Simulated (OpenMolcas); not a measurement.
# Ionisation energies of rhenium

| Item | Value |
| --- | --- |
| Program | OpenMolcas 26.06 |
| Basis | ANO-RCC-VQZP [9s8p6d4f3g2h] |
| Scalar Hamiltonian | DKH2, point nucleus |
| Spin-orbit coupling | RASSI with atomic mean-field integrals over the reference wave functions, term energies averaged over their components |

Active shells in each charge state: the valence d, s shells, with orbitals averaged over the low states. Where CASPT2's correlated closed shells are named, they are those of the first ion.

A. CASSCF
B. SS-CASPT2, IPEA 0.25 Eh, imaginary shift 0.1 Eh (closed shells correlated: 5s 5p)
C. SS-CASPT2, IPEA 0 Eh, imaginary shift 0.1 Eh (closed shells correlated: 5s 5p)
D. SS-CASPT2, IPEA 0.25 Eh, imaginary shift 0.1 Eh (closed shells correlated: 4f 5s 5p)

Energies in eV between the lowest computed levels, named as in B; reference values from the NIST Atomic Spectra Database with their kind.

| From | To | A | B | C | D | Spin-orbit share in B | Reference |
| --- | --- | --- | --- | --- | --- | --- | --- |
| Re 5d5 6s2 6S 5/2 | Re+ 5d5 6s 7S3 | 5.245 | 7.892 | 8.053 | 7.871 | +0.000 | 7.834 (measured) |
| Re+ 5d5 6s 7S3 | Re2+ 5d5 6S 5/2 | 15.702 | 16.781 | 16.906 | 16.947 | +0.000 | 16.600 (semi-empirical) |

Error against the reference values, in %:

| From | Reference | A | B | C | D |
| --- | --- | --- | --- | --- | --- |
| Re | measured | -33.0 | +0.7 | +2.8 | +0.5 |
| Re+ | semi-empirical | -5.4 | +1.1 | +1.8 | +2.1 |

Absolute error against the one measured value: A 2.59 eV, B 0.06 eV, C 0.22 eV, D 0.04 eV. D lies closest.

The lowest level within the active space need not be the ion's true ground level.
